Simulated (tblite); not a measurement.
Species: C7H11Al.
SMILES with atom numbers: `[CH3:1][C:2]#[C:3][C@@H:4]1[C@@H:5]([CH3:6])[C@H:7]1[AlH2:8]` (hydrogens: H9, H10, H11 on C1; H12 on C4; H13 on C5; H14, H15, H16 on C6; H17 on C7; H18, H19 on Al8)

Computed with GFN2-xTB (tblite), gas phase: L-BFGS steps from a force-field or distance-geometry start until the largest atomic force falls under 0.01 eV/Å.

Step 24: E = -587.0011 eV
```
atom  x, y, z in Å  |  force x, y, z in eV/Å
C1      3.9199    0.2132   -0.3465    0.017   0.016   0.012
C2      2.5089    0.1508   -0.0276    0.099   0.038  -0.002
C3      1.3414    0.1154    0.2505   -0.004  -0.007   0.004
C4     -0.0756    0.0833    0.4069   -0.014   0.030  -0.037
C5     -0.8755   -0.9235   -0.3539   -0.099   0.022  -0.049
C6     -2.0927   -1.5126    0.3204    0.008   0.019   0.004
C7     -0.9169    0.5213   -0.8077   -0.018  -0.027   0.014
Al8    -2.4150    1.7041   -0.2929   -0.040   0.028   0.031
H9      4.4960   -0.4552    0.2921   -0.034  -0.058   0.019
H10     4.2985    1.2261   -0.2104   -0.046   0.042   0.015
H11     4.0700   -0.0739   -1.3871    0.008  -0.031  -0.005
H12    -0.4538    0.3407    1.3944    0.033   0.034   0.039
H13    -0.3197   -1.6203   -0.9703    0.046  -0.029  -0.011
H14    -2.5658   -2.2684   -0.3028    0.003   0.031  -0.060
H15    -2.8242   -0.7194    0.5177    0.024  -0.016   0.032
H16    -1.8233   -1.9763    1.2680    0.009  -0.047   0.023
H17    -0.2844    0.7283   -1.6759   -0.025  -0.034  -0.041
H18    -3.0506    1.6230    1.1236    0.021   0.040   0.016
H19    -2.9472    2.8526   -1.1909    0.012  -0.052  -0.004
```

Step 25: E = -587.0030 eV
```
atom  x, y, z in Å  |  force x, y, z in eV/Å
C1      3.9183    0.2115   -0.3430    0.022   0.027   0.013
C2      2.5070    0.1511   -0.0243    0.141   0.034  -0.020
C3      1.3381    0.1188    0.2466    0.020  -0.012   0.017
C4     -0.0775    0.0848    0.4027   -0.007   0.025  -0.028
C5     -0.8752   -0.9230   -0.3583   -0.114   0.017  -0.021
C6     -2.0889   -1.5131    0.3220    0.006   0.014  -0.002
C7     -0.9197    0.5232   -0.8086   -0.041  -0.073  -0.018
Al8    -2.4130    1.7051   -0.2927   -0.083   0.066   0.022
H9      4.4950   -0.4566    0.2965   -0.049  -0.049   0.002
H10     4.2968    1.2249   -0.2067   -0.045   0.029   0.012
H11     4.0678   -0.0749   -1.3846    0.010  -0.030   0.018
H12    -0.4565    0.3378    1.3901    0.027   0.049   0.066
H13    -0.3177   -1.6196   -0.9744    0.024  -0.013  -0.007
H14    -2.5675   -2.2634   -0.3024   -0.018   0.018  -0.081
H15    -2.8178   -0.7203    0.5314    0.034  -0.015   0.021
H16    -1.8160   -1.9862    1.2638    0.028  -0.038   0.028
H17    -0.2939    0.7307   -1.6802    0.013  -0.026  -0.059
H18    -3.0391    1.6301    1.1271    0.014   0.041   0.026
H19    -2.9499    2.8484   -1.1973    0.016  -0.063   0.011
```

**Question.** Estimate the geometry and energy of step 26. (The exact step hangs on the optimiser's Hessian estimate; all steps are aligned on step 25, rigid shifts and turns removed.)

**Answer.** E = -587.0055 eV, largest force 0.139 eV/Å
```
atom  x, y, z in Å  |  force x, y, z in eV/Å
C1      3.9176    0.2096   -0.3382    0.025   0.033   0.011
C2      2.5061    0.1523   -0.0201    0.126   0.021  -0.032
C3      1.3348    0.1237    0.2406    0.050  -0.018   0.028
C4     -0.0800    0.0874    0.3968    0.007   0.012  -0.011
C5     -0.8761   -0.9225   -0.3642   -0.083   0.006   0.026
C6     -2.0845   -1.5140    0.3241    0.000  -0.011  -0.008
C7     -0.9248    0.5244   -0.8102   -0.066  -0.098  -0.064
Al8    -2.4120    1.7071   -0.2915   -0.109   0.086   0.010
H9      4.4930   -0.4596    0.3025   -0.060  -0.026  -0.018
H10     4.2940    1.2241   -0.2016   -0.028   0.010   0.007
H11     4.0658   -0.0770   -1.3808    0.015  -0.023   0.046
H12    -0.4592    0.3357    1.3854    0.029   0.059   0.066
H13    -0.3142   -1.6188   -0.9790   -0.019   0.018   0.008
H14    -2.5702   -2.2559   -0.3039   -0.044   0.008  -0.093
H15    -2.8089   -0.7216    0.5500    0.044  -0.015   0.009
H16    -1.8072   -2.0009    1.2582    0.047  -0.021   0.015
H17    -0.3083    0.7338   -1.6871    0.050  -0.023  -0.064
H18    -3.0234    1.6404    1.1332    0.003   0.046   0.040
H19    -2.9524    2.8412   -1.2065    0.012  -0.062   0.023
```

The energy changes by -0.0025 eV. The first-order estimate −F·Δx gives -0.0034 eV and the mean of the old and new forces, exact on a quadratic surface, -0.0025 eV. The step makes an angle of 76° with the force vector and moves no atom by more than 0.021 Å.

The cost below is that of the whole relaxation. The run took 0.98 s on one thread, Arm Neoverse V1 (aarch64), no GPU, shared host with 32 logical CPUs at a one-minute load of 29.
